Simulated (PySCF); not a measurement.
SMILES [OH][Sn][CH3] (CH₄OSn), CAM-B3LYP/def2-SVP optimised geometry.

```
7

Sn    -0.82    -0.92     0.00
C      1.37    -0.92     0.00
H      1.77    -1.44     0.89
H      1.72     0.12     0.00
H      1.77    -1.44    -0.89
O     -0.87     1.08     0.00
H     -1.77     1.44     0.00
```

Density from CAM-B3LYP/def2-TZVP, def2 effective core potentials past Kr in PySCF at that geometry. The core electrons that the potentials of Sn replace are not part of the density.

Minimum of the electron density along straight lines between bonded atoms, close to the bond critical point (lines longer than 1.1 times the sum of covalent radii, or with two minima, are not listed):

```json
[
 {"bond": "Sn1–C2", "length / Å": "2.187", "ρ at the minimum / e bohr⁻³": "0.100", "∇²ρ there / e bohr⁻⁵": "0.11", "position (fraction from the first atom)": "0.51"},
 {"bond": "C2–H3", "length / Å": "1.102", "ρ at the minimum / e bohr⁻³": "0.265", "∇²ρ there / e bohr⁻⁵": "-0.86", "position (fraction from the first atom)": "0.64"},
 {"bond": "C2–H4", "length / Å": "1.100", "ρ at the minimum / e bohr⁻³": "0.269", "∇²ρ there / e bohr⁻⁵": "-0.89", "position (fraction from the first atom)": "0.64"},
 {"bond": "C2–H5", "length / Å": "1.102", "ρ at the minimum / e bohr⁻³": "0.265", "∇²ρ there / e bohr⁻⁵": "-0.86", "position (fraction from the first atom)": "0.64"},
 {"bond": "Sn1–O6", "length / Å": "2.000", "ρ at the minimum / e bohr⁻³": "0.111", "∇²ρ there / e bohr⁻⁵": "0.46", "position (fraction from the first atom)": "0.51"},
 {"bond": "O6–H7", "length / Å": "0.966", "ρ at the minimum / e bohr⁻³": "0.355", "∇²ρ there / e bohr⁻⁵": "-2.33", "position (fraction from the first atom)": "0.80"}
]
```
